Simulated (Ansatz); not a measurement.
Consider the formal exchange of groups at the Hf–C bond: `C#[C][Hf]([F])([Cl])[Cl]` + `CN(C)CO` → `C[N](C)[Hf]([F])([Cl])[Cl]` + `C#CCO`.

Gas-phase electronic energies from Ansatz, PBE0-D4/def2-TZVP geometries. CCSD(T)/CBS is the MP2 limit (def2-TZVPP, def2-QZVPP) plus CCSD(T) − MP2 in def2-TZVPP, frozen cores. This one scheme is used for every species. DFT in def2-TZVPP. B3LYP here is the variant with VWN-RPA as its local correlation; programs differ in this. def2 core potentials past Kr. For Hf outer-core shells are correlated without core-valence functions, which leaves a few kJ/mol of doubt a bond. Each species was taken in one conformer, which may not be the lowest.

Is it downhill or uphill in electronic energy at CCSD(T)/CBS, and by how much? (Best estimate.)

Computed: Downhill: ΔE = -13.6 kcal/mol.

What do these levels give: LDA (SPW92), PBE-D4, PBE0-D4, B3LYP-D4, r2SCANh-D4, PBE, r2SCAN, PBE0, CAM-B3LYP, MP2/def2-SVP, HF/def2-TZVPP, CCSD(T)/def2-TZVPP? (Estimate.)

The calculation gave: LDA (SPW92) -15.1, PBE-D4 -14.9, PBE0-D4 -14.7, B3LYP-D4 -14.7, r2SCANh-D4 -14.0, PBE -14.4, r2SCAN -13.8, PBE0 -14.2, CAM-B3LYP -13.9, MP2/def2-SVP -15.7, HF/def2-TZVPP -11.2, CCSD(T)/def2-TZVPP -13.2 kcal/mol.

What do rigid-rotor, harmonic-oscillator terms from PBE0-D4/def2-TZVP frequencies (298.15 K, 1 bar) make of the CCSD(T)/CBS value? (Best estimate.)

The calculation gave: ΔZPE = -0.7 kcal/mol, ΔH = -13.9 kcal/mol, ΔS = 8 J/(mol·K), ΔG = -14.4 kcal/mol. Modes under 50 cm⁻¹ make the entropy rough.

Largest T1 diagnostic among the species: 0.015.

In def2-TZVPP, CCSD(T) changes the Hartree–Fock value by −2.0 kcal/mol (the triples alone add +0.1 kcal/mol) and MP2 by −3.3 kcal/mol. The D4 term adds −0.7 kcal/mol with B3LYP and −0.5 kcal/mol with PBE0; it sums over pairs of atoms, weighted by their polarisabilities, and B3LYP, whose exchange is more repulsive, gets the larger term.
